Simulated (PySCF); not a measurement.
# Reading the logs of faulty runs: BGeH6N2

All numbers below are calculated, not measured. They come from PySCF 2.14.0, an open-source quantum chemistry program, on an isolated molecule that a program drew, which may never have been made. The molecule is BGeH6N2 (charge 0, doublet), drawn as the SMILES string `N[B](N)[GeH2]`.

Each row is a Hartree-Fock (HF) and frozen-core CCSD(T) single point in the cc-pVDZ basis, meant for a local HF minimum. Run 1 is clean. Each other run has one planted mistake out of seven kinds, and not every kind appears here: one electron removed, one electron added, multiplicity raised by two, geometry at a saddle point, minimal basis STO-3G, one bond length entered in bohr, all coordinates scaled. The reference is restricted for singlets and unrestricted otherwise, and also for a bond in bohr. Adding or removing an electron swaps singlet and doublet. Electrons count all cores. HOMO and LUMO are orbital energies over both spins, the gradient is its largest component, and the lowest frequency (negative if imaginary) is given only where the gradient is small. Bond lengths are over the 9 bonds as drawn. T1 is the CCSD diagnostic: over 0.02 (restricted) or 0.045 (unrestricted) a single reference is doubtful. Germanium has the cc-pVDZ-PP basis, with a core potential (ECP10MDF) in place of its 10 inner electrons, and its 3s, 3p and 3d shells are frozen in CCSD(T).

Geometry of the clean run:
```xyz
10
BGeH6N2, angstrom
N     1.4994   -0.1578   -0.1603
B     0.6966   -1.2260   -0.6120
N     1.2355   -2.3231   -1.3160
Ge   -1.3442   -1.2240   -0.1512
H     2.4847   -0.1064   -0.3207
H     1.1344    0.6324    0.3248
H     0.6814   -3.0765   -1.6599
H     2.2045   -2.4031   -1.5481
H    -1.9897    0.1582    0.0579
H    -2.2499   -2.0406   -1.0912
```

```
run,electrons,basis functions,<S^2>,HOMO (eV),LUMO (eV),gradient (hartree/bohr),lowest frequency (cm^-1),mean bond (Å),longest bond (Å),T1,HF (hartree),CCSD(T) (hartree),mistake
1,57,95,0.758,-7.81,1.63,1.8e-05,110,1.3317,2.092,0.0134,-430.51730,-431.08440,no fault
2,57,95,3.789,-2.33,-0.39,7.3e-02,-,1.3317,2.092,0.0511,-430.27701,-430.83160,multiplicity raised by two
3,56,95,0.000,-14.93,-6.24,5.4e-02,-,1.3317,2.092,0.0171,-430.25949,-430.82036,one electron removed
4,57,95,1.470,-8.09,1.36,2.8e-02,-,1.4305,2.092,0.0555,-430.36975,-430.93857,one bond length entered in bohr
5,58,95,0.000,0.09,8.60,4.5e-02,-,1.3317,2.092,0.0126,-430.48371,-431.07800,?
```

**Which mistake was planted in run 5, and what did it cost?**

It counts 58 electrons, one more than the clean run, at the same geometry and basis. So the mistake is: one electron added. Subtracting run 1 and multiplying by 627.51 kcal/mol a hartree, the energy moved by 21.1 kcal/mol in HF and 4.0 kcal/mol in CCSD(T).

Cautions from the logs. Run 2: T1 is over the limit, so its CCSD(T) energy is less reliable; run 4: T1 is over the limit, so its CCSD(T) energy is less reliable; run 5: the HOMO is above zero, so the electron isn't bound and the energy depends on the basis.
